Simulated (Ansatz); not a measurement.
A nudged elastic band was laid between two geometries of C$_{2}$H$_{4}$Ge (7 atoms, charge 0, multiplicity 1).

Level of theory: RKS B3LYP-D4/def2-SVPD (Ansatz 0.2.0).

```json
{
  "movable images": "5",
  "climbing image": "yes",
  "spring": "5.0 eV/Å²",
  "optimiser": "quadratic models (default)",
  "start path": "through a guess of the saddle point",
  "force threshold": "0.05 eV/Å",
  "iteration limit": "60",
  "end points": "relaxed"
}
```

Image 0:

```xyz
7
Properties=species:S:1:pos:R:3
C -0.816 -1.846 0.130
C -0.321 -0.738 0.047
Ge 0.461 0.999 -0.082
H -1.253 -2.824 0.204
H 0.132 1.587 -1.462
H -0.124 1.887 1.026
H 1.982 0.868 0.091
```

Image 6:

```xyz
7
Properties=species:S:1:pos:R:3
C -0.434 -0.948 0.016
C -0.422 -0.034 -0.950
Ge 0.563 0.601 0.578
H -0.847 -1.947 0.171
H -0.821 0.070 -1.961
H -0.073 1.617 1.532
H 2.095 0.572 0.568
```

Q: Which bonds break or form, and what moves?

A: Bonds broken: Ge3–H5. Bonds formed: C1–Ge3, C2–H5.

Q: Give the energies along the band, and the barrier.

A: The forces met the threshold. The highest image is number 2 of 0 to 6, 245.2 kJ/mol above the first end and 194.5 kJ/mol above the last; the last end lies 50.8 kJ/mol above the first. Neighbouring images differ by up to 2.0 eV, so the band resolves the path poorly. A vibrational analysis at the climbing image gives one clearly imaginary mode, 831i cm⁻¹: a first-order saddle point. The orbitals stay closed-shell, which can raise the energy where a bond breaks towards radicals; this wasn't checked here.

```json
{"image": "0", "path coordinate (Å)": "0.00", "energy (kJ/mol)": "0.0", "Ge3–H5 (Å)": "1.54", "C1–Ge3 (Å)": "3.13", "C2–H5 (Å)": "2.81"}
{"image": "1", "path coordinate (Å)": "0.89", "energy (kJ/mol)": "49.7", "Ge3–H5 (Å)": "1.52", "C1–Ge3 (Å)": "3.08", "C2–H5 (Å)": "2.28"}
{"image": "2", "path coordinate (Å)": "1.78", "energy (kJ/mol)": "245.2", "Ge3–H5 (Å)": "1.67", "C1–Ge3 (Å)": "3.34", "C2–H5 (Å)": "1.34"}
{"image": "3", "path coordinate (Å)": "2.76", "energy (kJ/mol)": "171.7", "Ge3–H5 (Å)": "2.25", "C1–Ge3 (Å)": "3.88", "C2–H5 (Å)": "1.08"}
{"image": "4", "path coordinate (Å)": "3.74", "energy (kJ/mol)": "148.7", "Ge3–H5 (Å)": "2.68", "C1–Ge3 (Å)": "3.45", "C2–H5 (Å)": "1.07"}
{"image": "5", "path coordinate (Å)": "4.72", "energy (kJ/mol)": "113.0", "Ge3–H5 (Å)": "2.81", "C1–Ge3 (Å)": "2.60", "C2–H5 (Å)": "1.08"}
{"image": "6", "path coordinate (Å)": "5.70", "energy (kJ/mol)": "50.8", "Ge3–H5 (Å)": "2.94", "C1–Ge3 (Å)": "1.93", "C2–H5 (Å)": "1.09"}
```

Q: What is the geometry of the highest image?

A: 
```xyz
7
Properties=species:S:1:pos:R:3
C -0.783 -1.589 -0.051
C -0.226 -0.495 0.000
Ge 0.637 1.428 -0.174
H -1.258 -2.552 -0.061
H -0.282 0.343 -1.048
H -0.071 1.915 1.114
H 2.044 0.882 0.174
```

The run took 6 min on 2 threads of AMD EPYC 7R13 Processor (Zen 3), with other jobs on the host, peak memory 0.26 GiB.
